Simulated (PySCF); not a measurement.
PySCF job for Ga(H)2(nPr) (C₃H₉Ga), SMILES CC[CH2][GaH2], PBE0-D3(BJ)/def2-SVP. The structure is a stationary point at PBE0-D3(BJ)/def2-SVP. The structure was generated by enumeration; whether it is a known compound was not checked. Other conformers were not sampled.

```python
import numpy as np
from pyscf import gto, scf, dft, df
from pyscf.hessian import thermo

mol = gto.M(
    atom='''
    Ga    0.04014557    1.33578228   -0.00000000
    H    -1.00369600    2.51741460    0.00000000
    H     1.58162342    1.67153558    0.00000001
    C    -0.58559108   -0.53588522    0.00000000
    C     0.49235222   -1.61660189    0.00000000
    C    -0.06643962   -3.03262110   -0.00000000
    H    -1.25524957   -0.65297635   -0.87361064
    H    -1.25524958   -0.65297634    0.87361064
    H     1.15143334   -1.48498605   -0.87614389
    H     1.15143333   -1.48498605    0.87614389
    H    -0.69541454   -3.21129491    0.88732158
    H     0.73409225   -3.78903690   -0.00000000
    H    -0.69541453   -3.21129491   -0.88732158
    ''',
    basis='def2-SVP',
    charge=0,
    spin=0,
    max_memory=1600,
    verbose=3,
)
mf = dft.RKS(mol, xc='pbe0').density_fit(auxbasis='def2-universal-jkfit')
mf.disp = 'd3bj'
mf.grids.level = 3
mf.conv_tol = 1e-11
mf.max_cycle = 100
mf.kernel()

# [left out here: the lines that compute and print the analytic Hessian (its translational invariance restored by hand, since the grid's response is missing), thermochemistry and intensities]
```

Output:

```
converged SCF energy = -2043.83809904663

WARN: DFTD3 does not support analytical Hessian, using finite difference


WARN: Mole.unit (angstrom) is changed to Bohr

Mode                                 0                   1                   2
Irrep
Freq [cm^-1]                       65.3522            108.8116            155.2954
Reduced mass [au]                   1.2713              1.7357              2.5867
Force const [Dyne/A]                0.0032              0.0121              0.0368
Char temp [K]                      94.0272            156.5557            223.4354
Normal mode                   x     y     z       x     y     z       x     y     z
       0  Ga                 0.00 -0.00  0.01    0.00 -0.00  0.02   -0.02  0.03  0.00
       1   H                 0.00  0.00 -0.46    0.00 -0.00  0.47   -0.22 -0.14 -0.00
       2   H                 0.00 -0.00  0.60    0.00 -0.00 -0.28   -0.07  0.29  0.00
       3   C                -0.00  0.00 -0.05   -0.00  0.00 -0.15    0.14 -0.03 -0.00
       4   C                -0.00  0.00 -0.10   -0.00  0.00 -0.07    0.07 -0.10 -0.00
       5   C                 0.00  0.00  0.07    0.00  0.00  0.10   -0.09 -0.04  0.00
       6   H                -0.06 -0.00 -0.00    0.10  0.03 -0.22    0.13 -0.01  0.01
       7   H                 0.06  0.00 -0.00   -0.10 -0.03 -0.22    0.13 -0.01 -0.01
       8   H                -0.11 -0.06 -0.19   -0.02 -0.08 -0.10    0.08 -0.17 -0.00
       9   H                 0.11  0.06 -0.19    0.02  0.08 -0.10    0.08 -0.17  0.00
      10   H                 0.12  0.06  0.17    0.04  0.09  0.14   -0.11  0.03 -0.00
      11   H                 0.00  0.00  0.02    0.00  0.00  0.15   -0.18 -0.14  0.00
      12   H                -0.12 -0.06  0.17   -0.04 -0.09  0.14   -0.11  0.03  0.00
Mode                                 3                   4                   5
Irrep
Freq [cm^-1]                      258.0834            302.1235            448.4989
[...]
       4   C                -0.08 -0.03  0.00    0.00  0.00 -0.13    0.00 -0.00  0.01
       5   C                 0.08  0.00 -0.00    0.00 -0.00  0.09   -0.00 -0.00  0.06
       6   H                 0.02 -0.47  0.08    0.19 -0.35 -0.05   -0.15  0.21  0.03
       7   H                 0.02 -0.47 -0.08   -0.19  0.35 -0.05    0.15 -0.21  0.03
       8   H                -0.05 -0.15  0.01    0.22  0.15  0.06   -0.14  0.58 -0.00
       9   H                -0.05 -0.15 -0.01   -0.22 -0.15  0.06    0.14 -0.58 -0.00
      10   H                -0.03  0.18 -0.04   -0.16 -0.20 -0.07   -0.09 -0.12 -0.03
      11   H                -0.10 -0.18  0.00    0.00 -0.00 -0.19    0.00  0.00 -0.08
      12   H                -0.03  0.18  0.04    0.16  0.20 -0.07    0.09  0.12 -0.03
Mode                                18                  19                  20
Irrep
Freq [cm^-1]                     1348.5981           1393.4170           1422.6715
Reduced mass [au]                   1.3768              1.2913              1.1761
Force const [Dyne/A]                1.4753              1.4772              1.4025
Char temp [K]                    1940.3324           2004.8168           2046.9076
Normal mode                   x     y     z       x     y     z       x     y     z
       0  Ga                 0.00 -0.00  0.00   -0.00 -0.00  0.00   -0.00 -0.00  0.00
       1   H                -0.00 -0.01  0.00   -0.01  0.00 -0.00   -0.01 -0.00 -0.00
       2   H                -0.00  0.01 -0.00    0.00 -0.00  0.00    0.01 -0.01  0.00
       3   C                 0.02  0.05  0.00   -0.02 -0.01 -0.00   -0.07  0.04 -0.00
       4   C                 0.04 -0.13 -0.00   -0.00  0.05  0.00    0.01 -0.07  0.00
       5   C                -0.05 -0.01 -0.00   -0.04 -0.13 -0.00   -0.00  0.03  0.00
       6   H                -0.18 -0.11  0.16    0.12  0.01 -0.10    0.47 -0.04 -0.38
       7   H                -0.18 -0.11 -0.16    0.12  0.01  0.10    0.47 -0.04  0.38
       8   H                -0.07  0.46  0.01    0.05 -0.11  0.01   -0.09  0.18 -0.03
       9   H                -0.07  0.46 -0.01    0.05 -0.11 -0.01   -0.09  0.18  0.03
      10   H                 0.11  0.09  0.12    0.01  0.45  0.14    0.03 -0.06  0.00
      11   H                 0.14  0.21  0.00    0.36  0.31  0.00   -0.04 -0.02  0.00
      12   H                 0.11  0.09 -0.12    0.01  0.45 -0.14    0.03 -0.06 -0.00
Mode                                21                  22                  23
Irrep
Freq [cm^-1]                     1459.6260           1466.3265           1474.9029
Reduced mass [au]                   1.0611              1.0374              1.0769
Force const [Dyne/A]                1.3320              1.3142              1.3803
Char temp [K]                    2100.0769           2109.7173           2122.0568
Normal mode                   x     y     z       x     y     z       x     y     z
       0  Ga                -0.00  0.00 -0.00   -0.00  0.00  0.00    0.00 -0.00  0.00
       1   H                 0.00 -0.00  0.00    0.00 -0.00 -0.00   -0.00 -0.00 -0.00
       2   H                 0.00  0.00 -0.00    0.00  0.00 -0.00   -0.00 -0.00  0.00
       3   C                -0.01  0.00  0.00   -0.00 -0.00  0.00   -0.00  0.01 -0.00
       4   C                -0.05 -0.03  0.00   -0.00 -0.00 -0.02    0.06 -0.01 -0.00
       5   C                 0.02  0.00  0.00   -0.00  0.00 -0.05    0.04 -0.01 -0.00
       6   H                 0.02 -0.00 -0.02    0.01 -0.02 -0.00   -0.03 -0.00  0.02
       7   H                 0.02 -0.00  0.02   -0.01  0.02 -0.00   -0.03 -0.00 -0.02
       8   H                 0.42  0.13  0.36    0.03  0.05  0.00   -0.28  0.01 -0.24
       9   H                 0.42  0.13 -0.36   -0.03 -0.05  0.00   -0.28  0.01  0.24
      10   H                -0.28 -0.03 -0.22    0.22 -0.44  0.04   -0.42 -0.00 -0.31
      11   H                 0.13  0.13 -0.00   -0.00 -0.00  0.69    0.24  0.22  0.00
      12   H                -0.28 -0.03  0.22   -0.22  0.44  0.04   -0.42 -0.00  0.31
Mode                                24                  25                  26
Irrep
Freq [cm^-1]                     1945.9555           1950.6598           3027.4308
Reduced mass [au]                   1.0225              1.0192              1.0616
Force const [Dyne/A]                2.2814              2.2850              5.7329
Char temp [K]                    2799.7967           2806.5652           4355.7989
Normal mode                   x     y     z       x     y     z       x     y     z
       0  Ga                 0.01  0.00  0.00    0.01 -0.01 -0.00    0.00 -0.00  0.00
       1   H                -0.06  0.12  0.00   -0.65  0.73  0.00   -0.00  0.01 -0.00
       2   H                -0.96 -0.21 -0.00    0.14 -0.00 -0.00   -0.00  0.00 -0.00
       3   C                 0.00 -0.00 -0.00    0.00  0.00  0.00    0.07  0.01 -0.00
       4   C                -0.00 -0.00  0.00   -0.00 -0.00 -0.00   -0.01  0.00  0.00
       5   C                -0.00  0.00 -0.00    0.00 -0.00 -0.00   -0.00 -0.00  0.00
       6   H                 0.01  0.01 -0.00    0.00 -0.00  0.01   -0.39 -0.07 -0.55
       7   H                 0.01  0.01  0.00    0.00 -0.00 -0.01   -0.39 -0.07  0.55
       8   H                 0.00  0.01 -0.00   -0.00  0.00  0.00    0.06  0.01 -0.08
       9   H                 0.00  0.01  0.00   -0.00  0.00 -0.00    0.06  0.01  0.08
      10   H                 0.00 -0.00 -0.00    0.00  0.00 -0.00    0.01 -0.00 -0.01
      11   H                 0.00  0.00 -0.00   -0.00 -0.00  0.00   -0.02  0.01  0.00
      12   H                 0.00 -0.00  0.00    0.00  0.00  0.00    0.01 -0.00  0.01
Mode                                27                  28                  29
Irrep
Freq [cm^-1]                     3044.1610           3046.5979           3069.1446
Reduced mass [au]                   1.0373              1.0631              1.0990
Force const [Dyne/A]                5.6638              5.8137              6.0991
Char temp [K]                    4379.8699           4383.3761           4415.8157
Normal mode                   x     y     z       x     y     z       x     y     z
       0  Ga                -0.00  0.00 -0.00    0.00 -0.00 -0.00    0.00  0.00 -0.00
       1   H                 0.00 -0.00  0.00   -0.00 -0.00  0.00    0.00 -0.00  0.00
       2   H                 0.00 -0.00 -0.00   -0.00 -0.00 -0.00   -0.00 -0.00 -0.00
       3   C                -0.00 -0.00  0.00    0.01  0.00  0.00   -0.00 -0.00 -0.08
       4   C                -0.01  0.00  0.00    0.07  0.01 -0.00    0.00  0.00  0.04
       5   C                -0.02 -0.05  0.00   -0.01 -0.00  0.00   -0.00 -0.00 -0.01
       6   H                 0.02  0.00  0.02   -0.06 -0.01 -0.08    0.37  0.07  0.47
       7   H                 0.02  0.00 -0.02   -0.06 -0.01  0.08   -0.37 -0.07  0.47
       8   H                 0.04  0.01 -0.06   -0.39 -0.08  0.54    0.18  0.04 -0.23
       9   H                 0.04  0.01  0.06   -0.39 -0.08 -0.54   -0.18 -0.04 -0.23
      10   H                 0.32  0.08 -0.47    0.05  0.01 -0.07   -0.03 -0.01  0.04
      11   H                -0.40  0.36  0.00    0.00  0.00  0.00   -0.00  0.00 -0.00
      12   H                 0.32  0.08  0.47    0.05  0.01  0.07    0.03  0.01  0.04
Mode                                30                  31                  32
Irrep
Freq [cm^-1]                     3092.9750           3136.9692           3141.5322
Reduced mass [au]                   1.1035              1.1039              1.1037
Force const [Dyne/A]                6.2196              6.4005              6.4179
Char temp [K]                    4450.1024           4513.4003           4519.9654
Normal mode                   x     y     z       x     y     z       x     y     z
       0  Ga                 0.00 -0.00  0.00   -0.00 -0.00  0.00    0.00  0.00 -0.00
       1   H                -0.00  0.00  0.00    0.00  0.00  0.00   -0.00 -0.00  0.00
       2   H                -0.00 -0.00  0.00    0.00  0.00  0.00   -0.00 -0.00 -0.00
       3   C                 0.00  0.00  0.04   -0.00 -0.00  0.00   -0.00  0.00  0.00
       4   C                 0.00  0.00  0.08   -0.00 -0.00  0.02    0.01  0.00  0.00
       5   C                -0.00 -0.00 -0.02   -0.00  0.00  0.09    0.08 -0.04  0.00
       6   H                -0.19 -0.03 -0.24   -0.02 -0.00 -0.02   -0.00  0.00 -0.00
       7   H                 0.19  0.03 -0.24    0.02  0.00 -0.02   -0.00  0.00  0.00
       8   H                 0.35  0.07 -0.46    0.10  0.02 -0.13   -0.03 -0.01  0.04
       9   H                -0.35 -0.07 -0.46   -0.10 -0.02 -0.13   -0.03 -0.01 -0.04
      10   H                -0.09 -0.02  0.13    0.38  0.10 -0.52   -0.20 -0.06  0.30
      11   H                -0.00  0.00 -0.01    0.00 -0.00  0.01   -0.58  0.54  0.00
      12   H                 0.09  0.02  0.13   -0.38 -0.10 -0.52   -0.20 -0.06 -0.30
temperature 298.1500 [K]
pressure 101325.00 [Pa]
Rotational constants [GHz] 22.19463 1.57683 1.51344
Symmetry number 1
Zero-point energy (ZPE) 0.10587 [Eh]   277951.453 [J/mol]
                           tot       elec      trans        rot        vib
Entropy [J/mol/K]       346.752      0.000    167.904    109.659     69.188
Cv [J/mol/K]             99.231      0.000     12.472     12.472     74.288
Cp [J/mol/K]            107.546      0.000     20.786     12.472     74.288
Internal energy [J/mol]                      3718.434   3718.434 289029.091
Internal energy [Eh]   -2043.72518  -2043.83810
Enthalpy [J/mol]                             6197.391   3718.434 289029.091
Enthalpy [Eh]          -2043.72424
Gibbs free energy [J/mol]                  -43863.329 -28976.519 268400.670
Gibbs free energy [Eh] -2043.76361
mode   freq/cm-1   IR/(km/mol)
   1       65.35         0.077
   2      108.81         0.379
   3      155.30         0.652
   4      258.08         0.001
   5      302.12         3.757
   6      448.50        45.520
   7      486.65        30.144
   8      635.32        31.673
   9      671.00        90.612
  10      758.58       193.730
  11      782.08         5.910
  12      912.01         0.185
  13      982.64        10.337
  14     1057.96         4.770
  15     1105.22        17.954
  16     1182.23         0.938
  17     1220.88         0.747
  18     1316.15         0.038
  19     1348.60        10.741
  20     1393.42         6.386
  21     1422.67         2.200
  22     1459.63         0.810
  23     1466.33         8.752
  24     1474.90         4.184
  25     1945.96       210.526
  26     1950.66       224.332
  27     3027.43         8.427
  28     3044.16        30.044
  29     3046.60        26.043
  30     3069.14         1.845
  31     3092.97        20.972
  32     3136.97        33.003
  33     3141.53        27.069
max |gradient| / (hartree/bohr): 4.56276650399897e-05
APT charges: [ 1.0164 -0.3577 -0.3449 -0.2736  0.1264  0.0259 -0.0229 -0.0229 -0.0416
 -0.0416 -0.0149 -0.0335 -0.0149]
```

The run converged.
